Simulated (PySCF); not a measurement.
From one molecule to another.

First species: 2-methyl-[1,2,4]diazaphospholo[1,5-a]pyridine, C7H7N2P.
SMILES: `CC1=NN2C=CC=CC2=P1`

Second species: C₆H₈O₃.
Z-matrix (Å and degrees, PBE0-D3(BJ)/def2-SVP geometry), rows numbered from 1:
```
C 
C   1  1.3292
O   2  1.3589  1  121.45
C   3  1.3318  2  119.22  1  -179.53
C   4  1.3441  3  124.30  2   179.31
C   5  1.4683  4  124.87  3    -0.25
O   6  1.2053  5  127.20  4     0.59
O   6  1.3480  5  109.98  4  -179.40
C   8  1.4130  6  115.39  5   179.98
H   1  1.0916  2  120.92  3     0.06
H   1  1.0896  2  119.60  3  -179.97
H   2  1.0973  1  123.45  3  -179.99
H   4  1.0982  3  115.50  2    -0.70
H   5  1.0899  4  117.68  3   179.97
H   9  1.1008  8  111.06  6   -61.07
H   9  1.0965  8  106.45  6   179.05
H   9  1.1006  8  111.08  6    59.06
```

Levels: PBE0/def2-SVPD for dipole moment, HOMO energy, LUMO energy, HOMO–LUMO gap, static isotropic polarisability and electronic spatial extent ⟨r²⟩ about the centre of nuclear charge; TDDFT PBE0/def2-SVPD for lowest singlet excitation; PBE0-D3(BJ)/def2-SVP for rotational constant A and rotational constant C. Geometries: PBE0-D3(BJ)/def2-SVP. Each structure is a single optimised conformer of the isolated species, non-relativistic unless stated. Electronic properties by PySCF.

Dipoles, sizes and rotational constants follow the conformer. The torsions of the flexible species, by atom-mapped SMILES:
- `[CH2:1]=[CH:2][O:3]/[CH:4]=[CH:5]\[C:6](=[O:7])[O:8][CH3:9]`: C1–C2–O3–C4 180°, C2–O3–C4–C5 179°, C4–C5–C6–O7 1°, C5–C6–O8–C9 180°

```json
{"property": "dipole moment", "column X": "2.43 D", "column Y": "2.34 D"}
{"property": "HOMO energy", "column X": "-6.85 eV", "column Y": "-5.97 eV"}
{"property": "LUMO energy", "column X": "-1.15 eV", "column Y": "-1.40 eV"}
{"property": "HOMO–LUMO gap", "column X": "5.70 eV", "column Y": "4.57 eV"}
{"property": "lowest singlet excitation", "column X": "4.89 eV", "column Y": "3.75 eV"}
{"property": "static isotropic polarisability", "column X": "94.5 au", "column Y": "124.7 au"}
{"property": "electronic spatial extent ⟨r²⟩ about the centre of nuclear charge", "column X": "1757 bohr²", "column Y": "1577 bohr²"}
{"property": "rotational constant A", "column X": "5.411 GHz", "column Y": "2.807 GHz"}
{"property": "rotational constant C", "column X": "0.624 GHz", "column Y": "0.706 GHz"}
```

Which column belongs to which species?

Column X is the second species and column Y the first. The first has 17 atoms and 78 electrons, the second 17 and 68.

How does each property change from the first species to the second?

dipole moment +0.09 D; HOMO energy -0.88 eV; LUMO energy +0.25 eV; HOMO–LUMO gap +1.13 eV; lowest singlet excitation +1.14 eV; static isotropic polarisability -30.2 au; electronic spatial extent ⟨r²⟩ about the centre of nuclear charge +180 bohr²; rotational constant A +2.604 GHz; rotational constant C -0.082 GHz.

On the first: In atomic units the dipole is 0.92 e·bohr (1 au = 2.5417 D). In wavenumbers S1 is 30300 cm⁻¹ (1 eV = 8065.54 cm⁻¹).

On the second: The principal polarisabilities are 57.1, 85.3 and 141.0 au; their mean is the isotropic value. The polarisability is 14.00 Å³ as a volume (1 au = 0.148185 Å³), or 1.39 au for each of the 68 electrons.
